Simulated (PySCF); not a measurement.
InClBr2, SMILES [Cl][In]([Br])[Br].

Geometry: B3LYP-D3(BJ)/def2-SVP. The structure was generated by enumeration; whether it is a known compound was not checked. The def2 effective core potentials stand for the cores of In; spin–orbit coupling is left out.

Method: PBE/def2-TZVP in PySCF.

Gas-phase values at a fixed geometry.

```
Property                                                                                                          Value
---------------------------------------------------------------------------------------------  ------------------------
total energy                                                                                        -5797.86667 hartree
point group                                                                                                         C2v
highest occupied level                                                                                         -7.54 eV
lowest empty level                                                                                             -4.08 eV
orbital gap                                                                                                     3.46 eV
dipole moment                                                                                                    0.47 D
quadrupole, principal values (traceless, Buckingham form, about the centre of nuclear charge)    -5.01, -1.62, 6.63 D·Å
mean static polarisability                                                                        93.9 bohr³ (13.91 Å³)
polarisability, principal values                                                               60.0, 104.5, 117.2 bohr³
```
